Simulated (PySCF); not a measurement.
A basis-limit estimate, worked out

An elementary step of Si2H6ClF, singlet (Si₂H₅Cl ([SiH3][SiH2][Cl]) + HF → Si₂H₅F ([F][SiH2][SiH3]) + HCl; bonds formed: Si1–F7, Cl2–H6; bonds broken: Si1–Cl2, H6–F7). “Start” is the structure reached by relaxing down from the saddle towards the reactants; PBE0-D4/def2-TZVP structures. The saddle:

```
10
angstrom
Si -0.7966 0.0563 -0.4405
Cl 0.4393 2.1220 -0.4525
H -1.3180 -1.1330 -1.1762
H -2.0119 0.8437 -0.1343
Si 0.5392 -0.7049 1.3123
H 0.5195 1.1511 -1.8949
F 0.1309 0.2752 -2.2169
H 0.5710 0.3010 2.4023
H 0.0180 -2.0006 1.8272
H 1.9087 -0.9108 0.7736
```

PySCF 2.14 with density fitting (its default auxiliary sets; JK sets also for MP2 and CCSD(T)); basis: def2-TZVPP and def2-QZVPP; cores frozen in the correlated methods.

Energies in eV:

| quantity | saddle | start |
| --- | --- | --- |
| Hartree–Fock, triple zeta (X = 3) | -31030.64716 | -31032.43226 |
| Hartree–Fock, quadruple zeta (X = 4) | -31031.61595 | -31033.39647 |
| MP2 correlation, X = 3 | -19.95686 | -19.48617 |
| MP2 correlation, X = 4 | -21.72023 | -21.23369 |
| CCSD(T) correlation, X = 3 | -22.31824 | -21.88203 |

Problem. Work out the barrier at the basis limit: extrapolate Hartree–Fock as E(X) = E∞ + A exp(−7.88 √X) and the MP2 correlation as E(X) = E∞ + B X^−2.97 (the exponents that Neese and Valeev fitted for def2-TZVPP and QZVPP), then add CCSD(T) − MP2 in triple zeta.

Solution. Each step is linear, so take the differences first (saddle − start): Hartree–Fock 1.78510 (X = 3) and 1.78052 (X = 4); MP2 correlation -0.47069 and -0.48654; CCSD(T) correlation -0.43621.
Two points give E∞ = E(4) + w [E(4) − E(3)], with w = 1/(exp(7.88 (2 − √3)) − 1) = 0.1377 for Hartree–Fock and w = 1/((4/3)^2.97 − 1) = 0.7407 for the correlation.
Hartree–Fock: 1.78052 + 0.1377 × (-0.00458) = 1.7799 eV.
MP2 correlation: -0.48654 + 0.7407 × (-0.01585) = -0.4983 eV.
CCSD(T) − MP2: -0.43621 − (-0.47069) = 0.0345 eV.
Sum: 1.7799 + (-0.4983) + 0.0345 = 1.3161 eV, or 30.35 kcal/mol. Plain CCSD(T) in triple zeta gives 1.3489 eV, so the larger basis shifts the result by -0.0328 eV.

No T1 diagnostic of these runs exceeds 0.013.

Labels in which every atom is bracketed show which atoms are joined, not bond orders.

For scale, one of the runs: CCSD(T)/def2-TZVPP, 241 basis functions, launched by `OMP_NUM_THREADS=4 python run.py`. Time: 24 min of wall clock on 4 CPU threads of an Intel Xeon; the host was shared. Peak host memory: 4.5 GiB.
